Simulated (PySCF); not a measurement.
# A small calculation by hand: entropy of an ideal gas

InH2I, SMILES [I][InH2].

The structure is a stationary point at r2SCAN-D4/def2-TZVP. The def2 effective core potentials stand for the cores of I, In; spin–orbit coupling is left out.

PySCF with r2SCAN-D4/def2-TZVP gives the harmonic wavenumbers 197, 386, 526, 565, 1848, 1863 cm⁻¹ and the rotational temperatures 4.9174, 0.0550, 0.0544 K. The molar mass is 243.74 g/mol, the symmetry number 2, the spin multiplicity 1.

**Question.** Work out the entropy at 298.15 K and 1 atm in the rigid-rotor, harmonic-oscillator model.

**Answer.** 
Translation (Sackur–Tetrode at 1 atm): S = R[1.5 ln M + 2.5 ln T − 1.16487] = 177.3 J/(mol K).
Rotation: q = (√π/σ) T^1.5/√(θA θB θC) = 37600, S = R[ln q + 3/2] = 100.1 J/(mol K).
Vibration: with u = 1.4388 ν/T, each mode gives R[u/(e^u − 1) − ln(1 − e^−u)]:
| ν (cm⁻¹) | modes | u | S (J/(mol K)) |
|---|---|---|---|
| 197 | 1 | 0.95 | 9.04 |
| 386 | 1 | 1.86 | 4.25 |
| 526 | 1 | 2.54 | 2.49 |
| 565 | 1 | 2.73 | 2.15 |
| 1848 | 1 | 8.92 | 0.01 |
| 1863 | 1 | 8.99 | 0.01 |
These are all the modes. Sum 18.0 J/(mol K).
Spin: R ln 1 = 0.0 J/(mol K).
Total 295.3 J/(mol K); the program's own thermochemistry gives 295.3. Translation makes up 60 % and vibration 6 %. Anharmonicity, hindered rotation and orbital degeneracy are left out.
